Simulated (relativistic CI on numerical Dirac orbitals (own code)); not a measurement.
Hyperfine structure of Rb, mass number 85

Calculated at this level of theory: Dirac-Coulomb-Breit CI, separate exchange-only KLI orbitals for each configuration, model QED (radiative potential, 1s self-energy scaled to tabulated hydrogen-like ionisation energies), valence Slater integrals scaled by 0.85, P86 correlation energy added to each configuration (own radial code, finite nucleus).

Configurations in the expansion (outside the closed core [Kr]): 5s, 5p, 4d, 6s, 6p, 5d, 7s, 7p, 6d, 8s, 5f, 5g, 8p, 4f, 7d, 8d. Levels of other configurations are missing.

Nuclear spin I = 5/2, μ = 1.35306 μN, Q = 0.276 b (tables of Stone and Pyykkö). The electronic factors are computed for point nuclear moments, without core polarisation; leaving it out makes A of s and p electrons in near-neutral atoms 20 to 40 % too small, and it can dominate for d and f shells.

```tsv
Level	E (eV)	A (MHz)	B (MHz)	A measured (MHz)
5s ²S1/2	0.0000	862.9		1011.9
5p ²P°1/2	1.4070	104.1		120.61
5p ²P°3/2	1.4283	18.27	17.6	25.04
4d ²D5/2	2.3021	2.343	2.46	-4.983
4d ²D3/2	2.3057	5.62	1.79	
6s ²S1/2	2.3919	301.7		239.07
6p ²P°1/2	2.8388	41.05		39.122
6p ²P°3/2	2.8456	7.113	6.84	8.171
```

Measured A: Allegrini, Arimondo and Orozco, J. Phys. Chem. Ref. Data 51, 043102 (2022).

Levels with J = 0, under 50 % of one LS term, or S terms without an open s electron are left out. Small factors come from cancelling terms and can be off by tens of per cent or more.

For a near-neutral ion this model can misplace configurations by up to about 10,000 cm⁻¹ (more where the count of f electrons changes) and terms by 10 to 25 % of their spread. Rates follow the energies as ν³ (E1, M1) or ν⁵ (E2), so they and the lifetimes can be off by large factors. The fine structure of a lone outer electron comes out too small, for d and f at times inverted, and misplaced configurations move strength between like terms. 7 of the 7 excited levels that our extract of the measured tables holds in this range could be paired (the sources list more); they are missed by 939 cm⁻¹ on average and 1297 at most, and levels without a partner can miss by more.

**Question.** Give the hyperfine levels of 5s ²S1/2 relative to its centre of gravity.

**Answer.** With K = F(F + 1) − I(I + 1) − J(J + 1), E = AK/2: F = 2: -1510, F = 3: 1079 MHz.
